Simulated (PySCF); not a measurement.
## Ionisation energy of Co+ by level of theory

Co+ [Ar] 3d8 (3F) → Co(2+) [Ar] 3d7 (4F), as a difference of total energies. Computed with PySCF 2.14 in aug-cc-pVDZ (7s6p4d2f, 59 functions), with the non-relativistic Hamiltonian (point nucleus). Correlated levels: valence: [Ar] frozen. The calculations carry no spin-orbit coupling.

```json
{"method": "UHF", "ionisation energy (eV)": "14.397", "plus first-order spin-orbit estimate": "14.386", "difference from reference of that sum (eV)": "-2.698"}
{"method": "LDA", "ionisation energy (eV)": "18.203", "plus first-order spin-orbit estimate": "18.192", "difference from reference of that sum (eV)": "+1.108"}
{"method": "PBE", "ionisation energy (eV)": "17.817", "plus first-order spin-orbit estimate": "17.805", "difference from reference of that sum (eV)": "+0.721"}
{"method": "PBE0", "ionisation energy (eV)": "17.209", "plus first-order spin-orbit estimate": "17.197", "difference from reference of that sum (eV)": "+0.113"}
{"method": "r2SCAN", "ionisation energy (eV)": "17.384", "plus first-order spin-orbit estimate": "17.372", "difference from reference of that sum (eV)": "+0.288"}
{"method": "B3LYP", "ionisation energy (eV)": "17.546", "plus first-order spin-orbit estimate": "17.534", "difference from reference of that sum (eV)": "+0.450"}
{"method": "B2PLYP", "ionisation energy (eV)": "17.146", "plus first-order spin-orbit estimate": "17.135", "difference from reference of that sum (eV)": "+0.051"}
{"method": "PBEsol", "ionisation energy (eV)": "17.795", "plus first-order spin-orbit estimate": "17.783", "difference from reference of that sum (eV)": "+0.699"}
{"method": "MN15", "ionisation energy (eV)": "17.615", "plus first-order spin-orbit estimate": "17.604", "difference from reference of that sum (eV)": "+0.520"}
{"method": "MP2 (valence)", "ionisation energy (eV)": "16.908", "plus first-order spin-orbit estimate": "16.896", "difference from reference of that sum (eV)": "-0.188"}
{"method": "SCS-MP2 (valence)", "ionisation energy (eV)": "16.771", "plus first-order spin-orbit estimate": "16.759", "difference from reference of that sum (eV)": "-0.325"}
```

Reference: 17.084 eV (measured; NIST Atomic Spectra Database, ionization energies).

A first-order spin-orbit estimate (lowest level to lowest level, LS coupling) adds -0.012 eV.

These non-relativistic numbers lack the scalar-relativistic shift.

Errors of the correlated levels include the incompleteness of this basis and the frozen core.
